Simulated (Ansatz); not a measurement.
Consider the hydrogenolysis of the Si–Cl bond: `F[SiH]([SiH3])Cl` + H₂ → `F[SiH2][SiH3]` + HCl.

Calculated with Ansatz (gas phase, PBE0-D4/def2-TZVP geometries, no zero-point term in ΔE). CCSD(T)/CBS is the MP2 limit (def2-TZVPP, def2-QZVPP) plus CCSD(T) − MP2 in def2-TZVPP, frozen cores. This one scheme is used for every species. DFT in def2-TZVPP.

| level | ΔE (kcal/mol) |
| --- | --- |
| BLYP-D4 | 21.3 |
| CAM-B3LYP-D4 | 19.8 |
| ωB97X-V | 20.3 |
| PBE-QIDH | 20.5 |
| revPBE | 19.4 |
| HF/def2-SVP | 14.9 |
| HF/def2-TZVPP | 17.0 |
| MP2/def2-TZVPP | 21.8 |

(1) What does CCSD(T)/CBS give? (Best estimate.)

Largest T1 diagnostic among the species: 0.012.

## Answers

(1) Computed: +20.8 kcal/mol. The listed levels differ from it by 0.5, -1.0, -0.5, -0.3, -1.4, -5.9, -3.8, 1.0 kcal/mol.

Leaving LDA and LC-ωPBE aside and taking each functional with its dispersion term where it has one, the values, not all of them listed here, spread over 2.3 kcal/mol, from CAM-B3LYP-D4 to r2SCAN-D4. In def2-TZVPP, CCSD(T) changes the Hartree–Fock value by +2.3 kcal/mol (the triples alone add +0.9 kcal/mol) and MP2 by +4.7 kcal/mol. The D4 term adds +2.0 kcal/mol with B3LYP and +1.1 kcal/mol with PBE0; it sums over pairs of atoms, weighted by their polarisabilities, and B3LYP, whose exchange is more repulsive, gets the larger term.

B3LYP here is the variant with VWN-RPA as its local correlation; programs differ in this.
